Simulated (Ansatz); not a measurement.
`[F][Mg][O][SiH3]` from Hartree–Fock to CCSD(T)

Cartesian coordinates in Å:
```
F -0.690 -3.218 2.138
Mg -0.382 -1.786 1.185
O -0.068 -0.325 0.213
Si 0.214 1.000 -0.664
H 0.560 2.161 0.207
H -0.983 1.378 -1.470
H 1.349 0.789 -1.609
```

Total charge 0; spin multiplicity 1. Correlated methods include outer-core shells of Mg, which these sets cover unevenly. The structure was optimised at the PBE0-D4/def2-TZVP level. It is one conformer, not always the lowest. Frozen core, restricted reference, Ansatz. CBS rows extrapolate triple and quadruple zeta. For Mg the program correlates outer-core shells too, which these sets cover unevenly, so the extrapolated numbers aren't a true limit.

| basis | HF (Eh) | MP2 corr. | CCSD corr. | (T) | CCSD(T) total |
| --- | --- | --- | --- | --- | --- |
| def2-TZVPP | ? | -0.81664 | ? | -0.02170 | ? |
| def2-QZVPP | -664.87279 | -0.91195 | -0.93064 | -0.02699 | -665.83042 |
| CBS(def2) | -664.87682 | ? | -0.99807 | ? | ? |

Task: Fill in the withheld values. (An estimate is asked.)

Result: The calculation gave: def2-TZVPP HF (Eh): -664.84351; def2-TZVPP CCSD corr.: -0.83962; def2-TZVPP CCSD(T) total: -665.70483; CBS(def2) MP2 corr.: -0.98255; CBS(def2) (T): -0.03092; CBS(def2) CCSD(T) total: -665.90581.
